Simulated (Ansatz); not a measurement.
H4OSn, SMILES `[OH][SnH3]`: the same geometry under several functionals.

```yaml
crystal:
  periodic: [false, false, false]
  atoms:
    - {symbol: O, position_ang: [0.914312, -0.752439, 0.930796]}
    - {symbol: Sn, position_ang: [-0.282347, 0.354232, -0.175111]}
    - {symbol: H, position_ang: [1.150181, -1.585079, 0.516790]}
    - {symbol: H, position_ang: [-1.721080, -0.523090, -0.461499]}
    - {symbol: H, position_ang: [0.514103, 0.711635, -1.644657]}
    - {symbol: H, position_ang: [-0.533069, 1.730741, 0.787381]}
basis:
  gaussian: {orbitals: def2-TZVPP}
hamiltonian: {xc: {name: r2SCAN0}, dispersion: d4}
output: {orbitals: {seedname: orbitals}}
```

```sh
$ ansatz run in.yaml --threads 4 --pin off --events-out ev --progress --plain --max-ram 10444MiB
```

Output, abridged:

```
Functional definition: r2SCAN0
848 factors; their error is unknown
mean field evaluation 1: about -7939.5451 eV, gradient 5.4e1 eV
mean field evaluation 2: about -7924.6224 eV, gradient 1.0e2 eV
mean field evaluation 4: about -7944.3366 eV, gradient 1.7e0 eV
mean field evaluation 8: about -7944.4215 eV, gradient 5.3e-2 eV
mean field -7944.42153642 eV, -291.9521065411 hartree, gradient 2.8e-5 eV, S^2 0.000000; 0 other end points of the search recorded, 0 dependent functions left out
reference -7944.42154725 eV, -291.9521069391 hartree; 17, 17 occupied and 120, 120 virtual orbitals, 848 factors
Total energy: -7944.44178851 eV, -291.9528507918 hartree
```

It took 1.4 s on 4 threads of an Arm Neoverse V1 on a shared host, with 0.24 GiB of host memory at the peak.

Changing it to `hamiltonian: {xc: pbe, dispersion: d4}` and forces (abridged; 0.8 s):

```
Functional definition: PBE
mean field evaluation 16: about -7941.8915 eV, gradient 8.8e-5 eV
mean field -7941.89145663 eV, -291.8591278239 hartree, gradient 3.2e-5 eV, S^2 0.000000
Total energy: -7941.96745266 eV, -291.8619206264 hartree
Atom 0 force     0.218269     0.145198     0.559232 eV/Å
Atom 1 force    -0.213709     0.160378    -0.235851 eV/Å
Atom 2 force     0.097214    -0.404133    -0.233772 eV/Å
Atom 3 force    -0.171902    -0.090423    -0.035145 eV/Å
Atom 4 force     0.084607     0.051095    -0.170876 eV/Å
Atom 5 force    -0.014480     0.137884     0.116413 eV/Å
Dipole moment:    -0.129155    -0.045743    -0.289104 e Å
```

The same input with `hamiltonian: {xc: {name: BLYP}, dispersion: d4}` (abridged; 0.65 s):

```
Functional definition: BLYP
mean field evaluation 16: about -7942.4075 eV, gradient 4.0e-5 eV
mean field -7942.40749674 eV, -291.8780919481 hartree, gradient 4.0e-5 eV, S^2 0.000000
Total energy: -7942.57593435 eV, -291.8842819160 hartree
```

Changing it to `hamiltonian: {xc: {name: LC-wPBE}}` (abridged; 0.85 s):

```
Functional definition: LC-wPBE
mean field -7944.38644520 eV, -291.9508169624 hartree, gradient 4.0e-5 eV, S^2 0.000000
Total energy: -7944.38644520 eV, -291.9508169627 hartree
```

The same input with `hamiltonian: {xc: {name: r2SCANh}, dispersion: d4}` (abridged; 1.5 s):

```
Functional definition: r2SCANh
mean field evaluation 16: about -7945.0760 eV, gradient 7.2e-5 eV
mean field -7945.07600197 eV, -291.9761577066 hartree, gradient 7.2e-5 eV, S^2 0.000000
Total energy: -7945.09418724 eV, -291.9768260029 hartree
```

With the line `hamiltonian: {xc: {name: PBE-QIDH}}` (abridged; 1.4 s):

```
Functional definition: PBE-QIDH
mean field evaluation 16: about -7930.7364 eV, gradient 1.6e-5 eV
mean field -7930.73643780 eV, -291.4491884429 hartree, gradient 5.8e-6 eV, S^2 0.000000
5 core orbitals not correlated: weight in the atoms' cores, before any rotation towards them, 1.000 or more for the frozen orbitals, at most 0.000 for the correlated occupied ones
second order -17.82084424 eV of doubles, -0.00000000 eV of singles
Total energy: -7936.67673136 eV, -291.6674902049 hartree
```
